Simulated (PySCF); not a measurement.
All of these have the formula C6H10OS. Level of theory: PySCF, TDDFT PBE0/def2-SVPD, vertical, gas phase, core orbitals frozen in the response. Geometries: GFN2-xTB; one conformer of each isolated species. Triplets are in the Tamm–Dancoff approximation.

Question: Rank by computed lowest singlet excitation energy, highest first.
A. `COC(=S)CC1CC1`
B. `C(C)(=S)OCC(C)=C`
C. `CS/C(C)=C/C(C)=O`
D. `CC#CC[S@](=O)CC`
E. `C=C/C(C)=C/[S@@](C)=O`
F. `C[C@@H]1CCC=C[S@]1=O`

Answer: D (5.53 eV), F (4.72 eV), E (4.22 eV), C (3.77 eV), A (3.44 eV), B (3.17 eV).

```json
{"SMILES": "CC#CC[S@](=O)CC", "S1 (eV)": "5.53", "f (S1)": "0.074", "gap (eV)": "6.81", "LUMO (eV)": "0.11", "HOMO (eV)": "-6.71", "S1 mainly": "H→L (92%)"}
{"SMILES": "C[C@@H]1CCC=C[S@]1=O", "S1 (eV)": "4.72", "f (S1)": "0.024", "gap (eV)": "5.98", "LUMO (eV)": "-0.57", "HOMO (eV)": "-6.55", "S1 mainly": "H→L (96%)"}
{"SMILES": "C=C/C(C)=C/[S@@](C)=O", "S1 (eV)": "4.22", "f (S1)": "0.096", "gap (eV)": "5.15", "LUMO (eV)": "-1.46", "HOMO (eV)": "-6.61", "S1 mainly": "H→L (90%)"}
{"SMILES": "CS/C(C)=C/C(C)=O", "S1 (eV)": "3.77", "f (S1)": "0.000", "gap (eV)": "5.26", "LUMO (eV)": "-1.37", "HOMO (eV)": "-6.63", "S1 mainly": "H-1→L (97%)"}
{"SMILES": "COC(=S)CC1CC1", "S1 (eV)": "3.44", "f (S1)": "0.001", "gap (eV)": "5.20", "LUMO (eV)": "-1.26", "HOMO (eV)": "-6.45", "S1 mainly": "H→L (100%)"}
{"SMILES": "C=C(C)COC(C)=S", "S1 (eV)": "3.17", "f (S1)": "0.000", "gap (eV)": "4.93", "LUMO (eV)": "-1.34", "HOMO (eV)": "-6.26", "S1 mainly": "H→L (100%)"}
```

H and L stand for HOMO and LUMO.
